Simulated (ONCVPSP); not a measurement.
What the settings do to the ONCV potential of Li (Z = 3)

Base potential:

ONCVPSP 4.0.1 input, shortened (lines: element, Z, core and valence counts, functional; n l f; lmax; l rc ep ncon nbas qcut; lloc lpopt rc5 dvloc0; l nproj debl; icmod fcfact rcfact), PBEsol, scalar-relativistic:

```
  Li 3.00    0    2  -116133      upf
    1    0    2.00
    2    0    1.00
    2
    0    1.00    0.00    3    6   14.60
    1    0.95    0.37    4    7    9.00
    2    1.00    0.30    4    7    8.90
    4    5    0.85    0.00
    0    2    2.40
    1    2    1.30
    2    1    0.80
    0    0.00    0.00
```

All-electron outer shells of the reference configuration (PBEsol, scalar-relativistic, ld1.x):

```
shell  level (eV)  outermost node (bohr)  outermost maximum (bohr)
   1s      -51.37                      –                      0.36
   2s       -2.82                   0.84                      3.16
```

Cutoffs, loose and tight: the cutoffs (Ha) at which the residual kinetic energy of the hardest occupied pseudo-wave falls to 1 and 0.1 mHa per electron. They do not see the model core or the augmentation charge, which bear on the density cutoff. Test errors are all-electron minus pseudo excitation energies from the reference, over the configurations 1s2 2s0; 1s2 2s0.5; 1s2 2s0 2p1; 1s1 2s1. A dash means not determined; rows that change the core or the reference have their own tests.

| change | outcome | cutoff, loose | cutoff, tight | bound ghosts | GHOST(+) flags above zero | largest test error (meV) |
| --- | --- | --- | --- | --- | --- | --- |
| base | generated | 56 Ha | 68 Ha | none | none | +452 |
| all radii scaled by about 1.32 (s 1.32, p 1.26, d 1.32 bohr); local potential polynomial inside 1.12 bohr (lpopt 5, dvloc0 0 Ha) | generated | 37 Ha | 44 Ha | none | none | +1026 |
| core [He], valence charge 1; reference 2s1; waves now 2s: rc 2.60 bohr, ncon 5, nbas 9, qcut 2 1/bohr, 2 projectors, debl 2.8 Ha; p scattering state at 0.14 Ha: rc 2.55 bohr, ncon 5, nbas 10, qcut 3.4 1/bohr, 1 projector; d scattering state at 0.14 Ha: rc 2.65 bohr, ncon 3, nbas 8, qcut 3.7 1/bohr, 2 projectors, debl 1 Ha; local potential polynomial inside 2.40 bohr (lpopt 3, dvloc0 0 Ha); core correction Teter function, fcfact 2, rcfact 1.35 | generated | 2.1 Ha | 13 Ha | none | none | -4.1 |
| d: rc 1.08 | generated | 56 Ha | 68 Ha | none | none | +452 |
| s: qcut 17.3; p: qcut 10.7; d: qcut 10.5 | generated | 60 Ha | 72 Ha | none | none | +405 |
